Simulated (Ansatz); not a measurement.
Ideal-gas functions of `BOB(F)S` at 500 K and 1 bar, from an Ansatz frequency run at PBE0-D4/def2-TZVP.

Molar mass 91.71 g/mol, point group C1 (symmetry number 1), electronic degeneracy 1, moments of inertia 95.737, 148.408, 243.109 u Å². Harmonic wavenumbers (cm⁻¹, unscaled): 56, 214, 235, 326, 379, 422, 597, 627, 828, 1009, 1058, 1141, 1263, 1355, 1429, 2554, 2666, 2718.

Use S(trans) = R[1.5 ln M + 2.5 ln T − 1.1517]; rotational temperatures θ = 24.2544 K / I; S(rot) = R[ln(√π/σ · √(T³/θAθBθC)) + 1.5]; for each mode x = 1.438777 ν̃/T, S = R[x/(eˣ − 1) − ln(1 − e⁻ˣ)] and H = RT x/(eˣ − 1); 1 cm⁻¹ = 0.0119627 kJ/mol; R = 8.31446 J/(mol·K).

Problem. By hand: the entropy, in J/(mol·K).

Solution. Translation 176.0. Rotation: θ = 0.2533, 0.1634, 0.0998 K, giving 117.6. Vibration, mode by mode: 23.50, 12.48, 11.72, 9.14, 7.99, 7.19, 4.77, 4.45, 2.82, 1.87, 1.67, 1.38, 1.04, 0.84, 0.71, 0.04, 0.03, 0.03, in all 91.7. Electronic 0.0. Sum 385.3 J/(mol·K).

Problem. By hand: H − E and G − E in kJ/mol, counted from the electronic energy.

Solution. Zero-point energy ½ × 18877 × 0.0119627 = 112.9; thermal vibration 23.7; translation, rotation and pV give 4 RT = 16.6. H − E = 153.2 kJ/mol, and G − E = 153.2 − 500 × 385.3/1000 = -39.4 kJ/mol.

Vibration gives 24 % of the entropy, 23.5 J/(mol·K) of it from the mode under 150 cm⁻¹: soft modes count most, and the harmonic formula is weakest for them. The sum counts one conformer and one mirror image; others add a mixing term.
